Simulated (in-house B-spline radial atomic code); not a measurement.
Atomic self-consistent-field run: K III (K2+) (an excited or competing configuration). Method: non-relativistic B97-1, spin-polarised, spherical fractional occupations, exact exchange averaged over the configuration, point nucleus. Calculated with a B-spline radial code for spherical atoms.

Command:
```bash
python run_scf.py task.json out
```
Settings:
```
Z                19
configuration    [Ne] 3s1 3p5 4d1
hamiltonian      nr
method           b97_1
spin_polarised   True
exact_exchange   averaged over the configuration
```

Output (hartree, bohr):
```
 radial grid: 51 intervals, B-splines of order 8, outer radius 38.5185 bohr

 iter        energy (Eh)    residual
    1        -592.642766    3.23e-01
    2        -595.930423    1.41e-01
    3        -596.543759    4.79e-02
    4        -596.607423    2.04e-02
    5        -596.614427    5.42e-03
    6        -596.615400    1.40e-03
    7        -596.615548    1.02e-03
    8        -596.615561    6.18e-04
    9        -596.615564    1.68e-04
   10        -596.615565    1.18e-04
   11        -596.615565    2.09e-05
   12        -596.615565    1.47e-06
   13        -596.615565    1.78e-07

 total energy                      -596.61556
 kinetic                             595.9894
 electron-nucleus                  -1395.8851
 Hartree                             235.4780
 exact exchange                       -6.5403
 exchange-correlation                -25.6575

 orbital      occ     eigenvalue          <r>       <r^2>       <1/r>     <1/r^3>       r_max
 1s up      1.000      -131.2071    0.0815295  0.00892776     18.5425           -     0.05352
 1s down    1.000      -131.1770    0.0815271    0.008927     18.5426           -     0.05352
 2s up      1.000       -14.5822     0.388782    0.179039     3.77756           -      0.3197
 2s down    1.000       -14.5481     0.388703    0.178834     3.77524           -        0.32
 2p up      3.000       -11.9192     0.350282     0.15192     3.69644     152.555      0.2632
 2p down    3.000       -11.8846     0.350203    0.151726     3.69529     152.379      0.2635
 3s up      1.000        -2.5840      1.20067     1.65071     1.15704           -       1.054
 3p up      3.000        -1.9042      1.28694     1.92522      1.0533      17.328       1.105
 3p down    2.000        -1.7724      1.31443     2.01266     1.03184     16.6121       1.115
 4d up      1.000        -0.3439       4.8144     26.2328    0.273958    0.188082       4.667
```

Cost of the run: 0.18 s on 1 thread of Intel(R) Xeon(R) 6975P-C (shared host).
